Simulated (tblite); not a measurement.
C₃H₁₅N₃Si₃.
Bonds: C1–C2, C2–C3, C3–N4, N4–Si5, Si5–N6, N6–Si7, Si7–N8, N8–Si9, N4–Si9. Hydrogens: H10, H11, H12 on C1; H13, H14 on C2; H15, H16 on C3; H17, H18 on Si5; H19 on N6; H20, H21 on Si7; H22 on N8; H23, H24 on Si9.

Computed with GFN2-xTB (tblite), gas phase: L-BFGS steps from a force-field or distance-geometry start until the largest atomic force falls under 0.01 eV/Å.

Step 86: E = -766.9610 eV
```
atom  x, y, z in Å  |  force x, y, z in eV/Å
C1     -3.7285   -0.1489   -0.0111   -0.029   0.013   0.002
C2     -2.2806   -0.3626    0.4154   -0.049  -0.005   0.006
C3     -1.3306    0.4539   -0.4494   -0.026  -0.012   0.032
N4      0.0669    0.3551   -0.0729   -0.013  -0.030   0.010
Si5     1.0675    1.6793   -0.5720    0.031  -0.015   0.061
N6      2.6730    1.1112   -0.8392    0.028  -0.017   0.050
Si7     3.4959   -0.1941   -0.0652    0.007  -0.034  -0.015
N8      2.3341   -0.8826    0.9989    0.000   0.019  -0.011
Si9     0.6504   -1.0809    0.6793   -0.008  -0.042  -0.025
H10    -3.8664   -0.4291   -1.0533   -0.004  -0.026   0.022
H11    -4.3975   -0.7466    0.6037    0.002  -0.013  -0.029
H12    -4.0096    0.8961    0.0970    0.011   0.023   0.006
H13    -2.0263   -1.4191    0.3294   -0.014   0.009   0.007
H14    -2.1639   -0.0766    1.4616    0.050   0.023  -0.032
H15    -1.6290    1.5056   -0.3897    0.006  -0.001  -0.048
H16    -1.4539    0.1351   -1.4949    0.009   0.030   0.027
H17     0.5879    2.1743   -1.8686   -0.004   0.042  -0.018
H18     0.9931    2.7249    0.4689    0.013  -0.020  -0.065
H19     3.2596    1.7093   -1.3925   -0.030   0.043  -0.029
H20     3.9525   -1.1252   -1.1114    0.000   0.012   0.003
H21     4.6279    0.2573    0.7527   -0.009   0.027   0.020
H22     2.6917   -1.4827    1.7187    0.031  -0.010   0.003
H23     0.0585   -1.2935    2.0083    0.000  -0.022   0.003
H24     0.4156   -2.2400   -0.2065   -0.002   0.006   0.022
```

Step 87: E = -766.9624 eV
```
atom  x, y, z in Å  |  force x, y, z in eV/Å
C1     -3.7294   -0.1413   -0.0037   -0.033   0.031  -0.003
C2     -2.2804   -0.3629    0.4149   -0.050  -0.006   0.001
C3     -1.3299    0.4478   -0.4562   -0.026  -0.031   0.046
N4      0.0669    0.3486   -0.0748   -0.021  -0.024  -0.009
Si5     1.0638    1.6760   -0.5736    0.025  -0.029   0.053
N6      2.6750    1.1179   -0.8274    0.008  -0.018   0.052
Si7     3.4974   -0.1922   -0.0607    0.018  -0.014  -0.022
N8      2.3343   -0.8859    0.9986    0.010   0.019  -0.024
Si9     0.6519   -1.0895    0.6737   -0.004  -0.001  -0.020
H10    -3.8779   -0.4313   -1.0420    0.000  -0.035   0.026
H11    -4.4031   -0.7220    0.6227    0.022  -0.018  -0.034
H12    -3.9968    0.9081    0.0920    0.000   0.036   0.012
H13    -2.0336   -1.4215    0.3287   -0.005   0.014   0.006
H14    -2.1541   -0.0769    1.4604    0.039   0.026  -0.045
H15    -1.6268    1.5015   -0.4033    0.014  -0.039  -0.048
H16    -1.4524    0.1217   -1.5003    0.012   0.041   0.054
H17     0.5899    2.1656   -1.8748   -0.003   0.037  -0.021
H18     0.9714    2.7258    0.4600    0.021  -0.009  -0.048
H19     3.2593    1.7216   -1.3765   -0.013   0.041  -0.031
H20     3.9573   -1.1158   -1.1130   -0.005   0.013   0.014
H21     4.6286    0.2595    0.7594   -0.021   0.018   0.015
H22     2.6939   -1.4851    1.7179    0.024  -0.017   0.010
H23     0.0608   -1.3052    2.0027   -0.006  -0.027  -0.002
H24     0.4222   -2.2443   -0.2173   -0.007  -0.008   0.017
```

Step 88: E = -766.9636 eV
```
atom  x, y, z in Å  |  force x, y, z in eV/Å
C1     -3.7308   -0.1334    0.0030   -0.027   0.039  -0.006
C2     -2.2811   -0.3636    0.4141   -0.035  -0.003  -0.003
C3     -1.3296    0.4414   -0.4619   -0.016  -0.036   0.043
N4      0.0664    0.3421   -0.0762   -0.020  -0.014  -0.022
Si5     1.0608    1.6722   -0.5745    0.004  -0.044   0.020
N6      2.6769    1.1239   -0.8159   -0.016  -0.014   0.050
Si7     3.4992   -0.1905   -0.0571    0.027   0.007  -0.017
N8      2.3343   -0.8889    0.9971    0.021   0.009  -0.024
Si9     0.6530   -1.0980    0.6687    0.006   0.034  -0.005
H10    -3.8892   -0.4344   -1.0305    0.003  -0.033   0.023
H11    -4.4081   -0.6983    0.6400    0.031  -0.019  -0.028
H12    -3.9841    0.9204    0.0870   -0.014   0.038   0.014
H13    -2.0405   -1.4236    0.3282   -0.003   0.015   0.005
H14    -2.1442   -0.0767    1.4580    0.022   0.027  -0.040
H15    -1.6243    1.4966   -0.4171    0.014  -0.059  -0.036
H16    -1.4504    0.1101   -1.5048    0.011   0.035   0.059
H17     0.5913    2.1585   -1.8799    0.004   0.023  -0.012
H18     0.9514    2.7269    0.4497    0.027   0.009  -0.017
H19     3.2583    1.7330   -1.3615    0.006   0.043  -0.036
H20     3.9627   -1.1057   -1.1150   -0.005   0.007   0.017
H21     4.6282    0.2613    0.7671   -0.028   0.009   0.009
H22     2.6961   -1.4860    1.7173    0.013  -0.020   0.010
H23     0.0644   -1.3188    1.9980   -0.012  -0.028  -0.009
H24     0.4276   -2.2483   -0.2264   -0.012  -0.027   0.005
```

**Question.** Estimate the geometry and energy of step 89. (The exact step hangs on the optimiser's Hessian estimate; all steps are aligned on step 88, rigid shifts and turns removed.)

**Answer.** E = -766.9646 eV, largest force 0.056 eV/Å
```
atom  x, y, z in Å  |  force x, y, z in eV/Å
C1     -3.7321   -0.1251    0.0094   -0.019   0.036  -0.006
C2     -2.2822   -0.3648    0.4138   -0.015   0.005  -0.003
C3     -1.3296    0.4341   -0.4663   -0.004  -0.026   0.021
N4      0.0659    0.3358   -0.0788   -0.011  -0.006  -0.023
Si5     1.0579    1.6685   -0.5757   -0.007  -0.040  -0.021
N6      2.6793    1.1305   -0.8052   -0.031  -0.002   0.042
Si7     3.5011   -0.1884   -0.0540    0.026   0.027  -0.008
N8      2.3346   -0.8915    0.9951    0.026  -0.006  -0.015
Si9     0.6541   -1.1048    0.6634    0.019   0.041   0.011
H10    -3.8993   -0.4376   -1.0193    0.002  -0.019   0.017
H11    -4.4118   -0.6764    0.6555    0.035  -0.013  -0.021
H12    -3.9719    0.9329    0.0832   -0.025   0.022   0.010
H13    -2.0470   -1.4261    0.3281   -0.008   0.013   0.005
H14    -2.1351   -0.0763    1.4554    0.006   0.025  -0.023
H15    -1.6222    1.4900   -0.4304    0.007  -0.054  -0.015
H16    -1.4491    0.0990   -1.5075    0.007   0.016   0.043
H17     0.5921    2.1520   -1.8855    0.015   0.006   0.006
H18     0.9338    2.7287    0.4392    0.030   0.018   0.007
H19     3.2590    1.7451   -1.3469    0.008   0.033  -0.028
H20     3.9672   -1.0955   -1.1166   -0.002  -0.004   0.011
H21     4.6276    0.2611    0.7753   -0.029   0.006   0.005
H22     2.6973   -1.4865    1.7170    0.001  -0.015   0.000
H23     0.0671   -1.3322    1.9927   -0.016  -0.024  -0.015
H24     0.4318   -2.2524   -0.2345   -0.014  -0.037  -0.003
```

The energy changes by -0.0010 eV. The first-order estimate −F·Δx gives -0.0014 eV and the mean of the old and new forces, exact on a quadratic surface, -0.0010 eV. The step makes an angle of 83° with the force vector and moves no atom by more than 0.027 Å.

What follows is the cost of the whole relaxation. Time: 3.3 s. Hardware: one thread, Arm Neoverse V1 (aarch64), shared host with 32 logical CPUs at a one-minute load of 11.
